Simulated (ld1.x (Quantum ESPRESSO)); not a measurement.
# Building the PAW potential for iridium (BLYP, scalar-relativistic).

```json
{
  "Element": "iridium",
  "Generator": "ld1.x (Quantum ESPRESSO) 7.5",
  "Type": "PAW",
  "Functional": "BLYP",
  "Relativity": "scalar-relativistic",
  "Frozen core": "[Kr] 4d10 4f14",
  "Valence charge": "17",
  "Reference configuration": "5s2 5p6 5d7 6s0 6p0 (charge +2)",
  "Partial waves": "5s (bound): rcut 1.25, rcutus 1.40 bohr; 6s (bound, empty): rcut 1.25, rcutus 1.40 bohr; 5p (bound): rcut 1.60, rcutus 1.85 bohr; 6p (bound, empty): rcut 1.60, rcutus 1.85 bohr; 5d (bound): rcut 0.35, rcutus 0.50 bohr; 5d channel at 0.05 Ry: rcut 0.35, rcutus 0.50 bohr",
  "Local potential": "all-electron potential smoothed inside 0.70 bohr (lloc = -1)",
  "Core correction": "Bessel-smoothed model core inside 0.40 bohr",
  "Augmentation charge": "BESSEL, radius 0.40 bohr"
}
```

Q: Is a potential produced?

A: No. ld1.x (Quantum ESPRESSO) 7.5 stopped with "compute_chi: chi too large beyond r_c": the function χ = (ε − T − V_loc)φ does not vanish beyond the cutoff radius. The 5d radius of 0.50 bohr lies inside the outermost node of the all-electron wave at 0.59 bohr.
